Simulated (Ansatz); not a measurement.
Me2Se2 (C2H6Se2), 10 atoms. Hardware: 4 threads of AMD EPYC 9R45 on a shared host.

Correlated methods freeze 20 core orbitals; core or outer-core shells of Se are correlated, in sets that lack core-valence functions. In CCSD on the charge 1 doublet the largest single amplitude is 0.24, so its Hartree–Fock determinant may place the open shell otherwise than the density functionals do.

Problem. How many basis functions does each of these Ansatz runs have, and roughly what does it cost? PBE-D4/def2-TZVP, charge 0 singlet, energy, from earlier orbitals; r2SCAN0-D4/def2-TZVP, charge 0 singlet, energy, from earlier orbitals; CCSD(T)/def2-SVP, charge 1 doublet at the geometry of the charge 0 singlet, energy, from earlier orbitals; BLYP-D4/def2-TZVP, charge 0 singlet, energy, from earlier orbitals; r2SCAN-D4/def2-TZVPD, charge 0 singlet, energy, from earlier orbitals; PBE0-D4/def2-TZVPD, charge 0 singlet, energy, from earlier orbitals; CCSD(T)/def2-SVP, charge 0 singlet, energy, from earlier orbitals; PBE0-D4/def2-TZVP, charge 0 singlet, energy and forces, from earlier orbitals; r2SCAN-D4/def2-SVP, charge 0 singlet, relaxation, 5 steps; r2SCAN-D4/def2-TZVP, charge 1 doublet at the geometry of the charge 0 singlet, energy, from earlier orbitals; PBE0-D4/def2-SVP, charge 0 singlet, energy with a search over starts; B3LYP-D4/def2-TZVP, charge 0 singlet, energy, from earlier orbitals.

Solution. Other jobs shared the machine, so times can vary by a factor of up to 3. A dash marks memory too small to be measured apart from the calling script's.

```
                                                                                                         run  functions  fitting or Cholesky vectors  wall time  peak host memory (GiB)
                                           PBE-D4/def2-TZVP, charge 0 singlet, energy, from earlier orbitals        194                         1398     0.65 s                       –
                                          BLYP-D4/def2-TZVP, charge 0 singlet, energy, from earlier orbitals        194                         1398     0.65 s                       –
                                        PBE0-D4/def2-SVP, charge 0 singlet, energy with a search over starts        122                         1221      0.8 s                       –
                                         B3LYP-D4/def2-TZVP, charge 0 singlet, energy, from earlier orbitals        194                         1442        1 s                    0.63
                                       r2SCAN0-D4/def2-TZVP, charge 0 singlet, energy, from earlier orbitals        194                         1448      1.5 s                    0.66
                                         PBE0-D4/def2-TZVPD, charge 0 singlet, energy, from earlier orbitals        242                         1560      1.6 s                    0.85
                               PBE0-D4/def2-TZVP, charge 0 singlet, energy and forces, from earlier orbitals        194                         1448      1.6 s                    0.64
                                       r2SCAN-D4/def2-TZVPD, charge 0 singlet, energy, from earlier orbitals        242                         1500      1.8 s                       –
r2SCAN-D4/def2-TZVP, charge 1 doublet at the geometry of the charge 0 singlet, energy, from earlier orbitals        194                         1398      2.6 s                       –
                                                   r2SCAN-D4/def2-SVP, charge 0 singlet, relaxation, 5 steps        122                         1356      2.7 s                       –
                                           CCSD(T)/def2-SVP, charge 0 singlet, energy, from earlier orbitals        122                         1221      4.3 s                    0.72
   CCSD(T)/def2-SVP, charge 1 doublet at the geometry of the charge 0 singlet, energy, from earlier orbitals        122                         1221       22 s                     1.7
```
